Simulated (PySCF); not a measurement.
**Structure elucidation problem**

Molecular formula: C$_{3}$H$_{12}$N$_{2}$Si$_{2}$. Simulated spectra:

1H NMR (600 MHz, computed): δ 5.13 (m, 1H), 5.05 (d, 1H), 5.02 (m, 1H), 2.01 (m, 1H), 1.28 (m, 2H), 1.26 (m, 2H), 0.21 (br s, 4H).

13C{1H} NMR (computed): δ 23.3 (CH), 9.4 (CH2).

A single conformation, non-relativistic, one averaged value for each set of equivalent atoms, no solvent. Geometry from GFN2-xTB; PBE0/pcSseg-1 with gauge-including orbitals; PySCF 2.14.

Chemical shifts δ = σref − σ; 1H (31.72 ppm), 13C (186.93 ppm) against TMS, all at this level.

Problem. What is the structure?

Solution. 
Rings plus π bonds: 1 (1 ring in the answer). 2 carbon signals for 3 carbons: some carbons are equivalent by symmetry or fast rotation. Carbon types of the structure: 1 × CH, 2 × CH2, leaving 7 H on heteroatoms. δC 23.3: sp3 CH bonded to Si. δC 9.4: sp3 CH2 bonded to Si; an electropositive neighbour leaves it electron-rich and shielded. δH 5.13, 5.02: hydrogen on a silicon bonded to 2 C, in a 4-membered ring. δH 5.05: hydrogen on a silicon bonded to C, 2 N. δH 2.01: hydrogen on an sp3 CH bonded to Si. δH 1.28, 1.26: hydrogen on an sp3 CH2 bonded to Si. δH 0.21: hydrogen on a nitrogen bonded to Si; labile proton, position sensitive to the medium.

These data were computed for `InChI=1S/C3H12N2Si2/c4-7(5)3-1-6-2-3/h3,7H,1-2,4-6H2`.

The shifts were computed for this structure.

OH and NH positions are those of a molecule without intermolecular hydrogen bonds; in solution they move with solvent, concentration and temperature, and exchange usually removes their couplings. Shifts are as computed. Against solution values, carbons near 30 ppm lie about +3 ppm off and those near 130 ppm about +5 ppm. Of 1309 compounds with measured shifts, 239 miss one by over three times the rms of a fit or turn the order of signals round; such compounds aren't used in these exercises. Multiplicities follow the n + 1 count of equivalent neighbours, as no J values were calculated; m marks all less simple cases, F and P coupling included.
